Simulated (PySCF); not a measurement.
J couplings in `[C@@H](C)(Br)CC=O`, C4H7BrO

Geometry (Å), atoms numbered from 1 in this order:
```xyz
13

C     1.520    0.367    0.009
C     0.405   -0.512    0.529
Br    1.030   -2.371    0.658
C    -0.852   -0.483   -0.321
C    -1.615    0.811   -0.244
O    -1.316    1.752    0.441
H     1.807    0.078   -1.014
H     2.410    0.298    0.649
H     1.176    1.413    0.003
H     0.155   -0.238    1.563
H    -0.625   -0.694   -1.382
H    -1.554   -1.280   -0.017
H    -2.536    0.838   -0.883
```

[PySCF integrals, density fitting: indirect couplings; PBE0/pcJ-1 (dyall-v2z on Br), no solvent, Gaussian nuclear model, structure from PBE0-D3(BJ)/def2-SVP]

Non-relativistic values:
```csv
coupling,atoms,J (Hz)
"1J(79Br,13C)",Br3 – C2,-66.2
"2J(79Br,13C)",Br3 – C1,6.4
"2J(79Br,13C)",Br3 – C4,5.3
"2J(79Br,1H)",Br3 – H10,21.6
"3J(79Br,13C)",Br3 – C5,6.2
"3J(79Br,1H)",Br3 – H7/H8/H9,12.9
"3J(79Br,1H)",Br3 – H11,1.6
"3J(79Br,1H)",Br3 – H12,6.5
"4J(79Br,17O)",Br3 – O6,-1.1
"4J(79Br,1H)",Br3 – H13,5.0
```

Question: What do two-component X2C with spin–orbit coupling give?

Answer: 
```json
{"coupling": "1J(79Br,13C)", "atoms": "Br3 – C2", "with spin–orbit (Hz)": "-69.2"}
{"coupling": "2J(79Br,13C)", "atoms": "Br3 – C1", "with spin–orbit (Hz)": "5.6"}
{"coupling": "2J(79Br,13C)", "atoms": "Br3 – C4", "with spin–orbit (Hz)": "4.2"}
{"coupling": "2J(79Br,1H)", "atoms": "Br3 – H10", "with spin–orbit (Hz)": "22.7"}
{"coupling": "3J(79Br,13C)", "atoms": "Br3 – C5", "with spin–orbit (Hz)": "6.0"}
{"coupling": "3J(79Br,1H)", "atoms": "Br3 – H7/H8/H9", "with spin–orbit (Hz)": "13.5"}
{"coupling": "3J(79Br,1H)", "atoms": "Br3 – H11", "with spin–orbit (Hz)": "1.7"}
{"coupling": "3J(79Br,1H)", "atoms": "Br3 – H12", "with spin–orbit (Hz)": "6.9"}
{"coupling": "4J(79Br,17O)", "atoms": "Br3 – O6", "with spin–orbit (Hz)": "-1.2"}
{"coupling": "4J(79Br,1H)", "atoms": "Br3 – H13", "with spin–orbit (Hz)": "5.3"}
```

The largest listed coupling, 1J(79Br,13C), ends at 1.05 times its non-relativistic value. Equivalent partners are averaged, as under fast rotation. In the static structure 3J(79Br,1H) spreads over 5.9, 5.2, 29.5 Hz. Couplings to strongly quadrupolar nuclei (79Br) are seldom resolved in solution.
